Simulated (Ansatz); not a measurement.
CH$_{4}$ClFSeSi, SMILES `C[Si](F)(Cl)[SeH]`, one more setting.

```yaml
crystal:
  periodic: [false, false, false]
  atoms:
    - {symbol: C, position_ang: [-0.739895, -0.943351, -0.105735]}
    - {symbol: Si, position_ang: [0.681887, 0.222143, -0.246401]}
    - {symbol: F, position_ang: [1.892317, -0.374341, 0.600073]}
    - {symbol: Cl, position_ang: [1.311067, 0.381951, -2.183388]}
    - {symbol: Se, position_ang: [0.241420, 2.338967, 0.411885]}
    - {symbol: H, position_ang: [-0.440032, -1.938815, -0.441940]}
    - {symbol: H, position_ang: [-1.072963, -1.012338, 0.932515]}
    - {symbol: H, position_ang: [-1.574743, -0.598540, -0.717619]}
    - {symbol: H, position_ang: [-0.210560, 1.878024, 1.733510]}
basis:
  gaussian: {orbitals: def2-TZVP}
hamiltonian: {xc: {name: RPBE}, dispersion: d3bj}
```

```sh
$ ansatz run in.yaml --threads 4 --pin off --events-out ev --progress --plain --max-ram 10444MiB
```

Shortened log:

```
Functional definition: RPBE
1407 factors; their error is unknown
mean field evaluation 1: about -89560.3865 eV, gradient 6.8e1 eV
mean field evaluation 2: about -89544.1154 eV, gradient 1.0e2 eV
mean field evaluation 4: about -89569.6382 eV, gradient 9.7e0 eV
mean field evaluation 8: about -89569.8122 eV, gradient 2.1e-1 eV
mean field evaluation 16: about -89569.7664 eV, gradient 4.4e-4 eV
mean field -89569.76642175 eV, -3291.6282034312 hartree, gradient 6.5e-5 eV, S^2 0.000000; 0 other end points of the search recorded, 0 dependent functions left out
reference -89569.76646281 eV, -3291.6282049399 hartree; 42, 42 occupied and 166, 166 virtual orbitals, 1407 factors
Total energy: -89571.38848010 eV, -3291.6878129760 hartree
```

It took 3.4 s on 4 threads of an Arm Neoverse N1 on a shared host, with 0.29 GiB of host memory at the peak.
